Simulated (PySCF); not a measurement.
CF3GeNO, SMILES O=C=[N][Ge]([F])([F])[F]. Atoms are numbered in the order given.

```xyz
7

O     -0.0764     3.4458     0.0000
C      0.1656     2.3080     0.0000
N      0.4892     1.1413     0.0000
Ge     0.0070    -0.5667     0.0000
F     -1.6967    -0.7447     0.0000
F      0.6244    -1.3648    -1.3798
F      0.6244    -1.3648     1.3798
```

The structure is a stationary point at B3LYP-D3(BJ)/def2-SVP. This is a generated structure with no PubChem entry under its InChIKey; it may be hypothetical. Other conformers were not sampled.

Calculation: B3LYP/def2-TZVP run with PySCF.

Symmetry labels are those of the subgroup Cs that the program uses (full group Cs).

Computed valence orbital energies around the gap with their symmetry:
| orbital | symmetry | energy (eV) |
|---|---|---|
| HOMO−7 | A' | -12.64 |
| HOMO−6 | A" | -12.62 |
| HOMO−5 | A' | -12.60 |
| HOMO−4 | A' | -12.28 |
| HOMO−3 | A" | -12.27 |
| HOMO−2 | A" | -12.07 |
| HOMO−1 | A' | -9.84 |
| HOMO | A" | -9.70 |
| LUMO | A' | -1.90 |
| LUMO+1 | A" | -0.43 |
| LUMO+2 | A' | -0.40 |
| LUMO+3 | A' | 0.63 |
